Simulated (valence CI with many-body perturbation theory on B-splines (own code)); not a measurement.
## Se21+: calculated level list

Computed by valence CI with perturbative core correlation (CI+MBPT): three valence electrons over a frozen Dirac-Fock core [Ne], radial functions for each j: 9 s, 9 p, 8 d, 6 f, 3 g, 1 h, with the one-electron correlation potential Σ1 (screened to all orders), the two-electron term Σ2, the three-electron term Σ3, Breit, model QED; selected single and double excitations, second order for the rest, scaled by the run's own slope (own B-spline code, finite nucleus).

No measured spectrum was set against this ion. As an estimate, levels of excited configurations hold to 0.05 to 0.15 % of their energy, terms of the ground configuration to about 0.5 %.

Levels 1 to 31 of 31, with energies above the lowest level, 3s2 3p 2P°_1/2. "Leading %" is the weight of the configuration and term that name the level; weights of strongly mixed levels are sums over their largest components and can fall short, so below about 35 % the name and the second component can differ from the true leading terms, or belong to a minority configuration. Lifetimes count E1, E2, E3, M1 and M2 decay at the calculated energies, and are blank where another channel may lead or the interval is too uncertain; long ones can be off by a factor of two.

```tsv
No.	Configuration	Term	J	E (eV)	Leading %	Lifetime	g
1	3s2 3p	2P°	1/2	0.00	98		0.663
2	3s2 3p	2P°	3/2	9.13	98	278 μs	1.332
3	3s 3p2	4P	1/2	46.06	93	2.16 ns	2.616
4	3s 3p2	4P	3/2	50.68	98	15.1 ns	1.721
5	3s 3p2	4P	5/2	54.40	86	2.51 ns	1.543
6	3s 3p2	2D	3/2	63.75	82	130 ps	0.827
7	3s 3p2	2D	5/2	66.28	74	283 ps	1.254
8	3s 3p2	2P	1/2	73.44	56	18.4 ps	1.270
9	3s 3p2	2S	1/2	82.54	55	19.7 ps	1.446
10	3s 3p2	2P	3/2	83.97	91	12.3 ps	1.305
11	3s2 3d	2D	3/2	94.22	83	12.5 ps	0.807
12	3s2 3d	2D	5/2	95.46	86	15.6 ps	1.199
13	3p3	2D°	3/2	117.24	41	45.2 ps	1.132
14	3p3	2D°	5/2	121.30	66	121 ps	1.196
15	3p3	4S°	3/2	122.44	68	19.0 ps	1.629
16	3s 3p 3d	4F°	3/2	127.96	94	345 ps	0.437
17	3s 3p 3d	4F°	5/2	129.85	93	325 ps	1.041
18	3s 3p 3d	4F°	7/2	132.75	92	327 ps	1.246
19	3p3	2P°	1/2	133.04	81	28.2 ps	0.663
20	3p3	2P°	3/2	136.48	46	27.3 ps	1.341
21	3s 3p 3d	4P°	5/2	137.33	57	21.1 ps	1.477
22	3s 3p 3d	4F°	9/2	137.54	100		1.332
23	3s 3p 3d	4D°	3/2	138.18	56	16.7 ps	1.345
24	3s 3p 3d	4D°	1/2	138.23	88	13.8 ps	0.249
25	3s 3p 3d	4D°	7/2	143.62	92	15.9 ps	1.412
26	3s 3p 3d	4D°	5/2	143.72	64	15.2 ps	1.357
27	3s 3p 3d	4P°	3/2	144.04	58	17.7 ps	1.473
28	3s 3p 3d	4P°	1/2	144.05	91	20.4 ps	2.425
29	3s 3p 3d	2F°	5/2	145.73	41	22.1 ps	1.137
30	3s 3p 3d	2D°	3/2	145.81	63	15.5 ps	0.910
31	3s 3p 3d	2F°	5/2	148.70	54	23.9 ps	1.042
```

Names give the largest LS component (configuration and term), which can be under half, so a name can repeat, a term be missing and a line seem to break the LS rules; names also repeat where a configuration has a term twice.

The ionisation energy to 3s2 1S_0 of the next ion comes out as 893.78 eV (NIST: 887 ± 4 eV (semi-empirical)). All 31 levels together are meant to be complete up to 154.65 eV.
